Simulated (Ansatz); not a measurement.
Reaction (formal exchange of groups at the Si–C bond): `C#C[SiH2]CCl` + `N=C(S)[TeH]` → `ClC[SiH2][TeH]` + `C#CC(=N)S`

Gas-phase electronic energies from Ansatz, PBE0-D4/def2-TZVP geometries. CCSD(T)/CBS is the MP2 limit (def2-TZVPP, def2-QZVPP) plus CCSD(T) − MP2 in def2-TZVPP, frozen cores. Functionals use def2-TZVPP. Elements past krypton have def2 core potentials. For Te outer-core shells are correlated without core-valence functions, which leaves a few kJ/mol of doubt a bond. One conformer a species, not always the lowest.

```
         level  ΔE (kJ/mol)
       PBE0-D4        -52.2
       ωB97M-V        -41.5
           PBE        -50.2
CCSD/CBS(def2)        -40.0
```

Problem. What does CCSD(T)/CBS give? (Estimate.)

Solution. Computed: -38.6 kJ/mol. The listed levels differ from it by -13.6, -2.9, -11.6, -1.4 kJ/mol.

Largest T1 diagnostic among the species: 0.014.

From PBE to PBE0 (25 % exact exchange), in def2-TZVPP and without D4, ΔE moves by −3.0 kJ/mol. In def2-TZVPP, CCSD(T) changes the Hartree–Fock value by +8.1 kJ/mol (the triples alone add +1.4 kJ/mol) and MP2 by +6.1 kJ/mol.
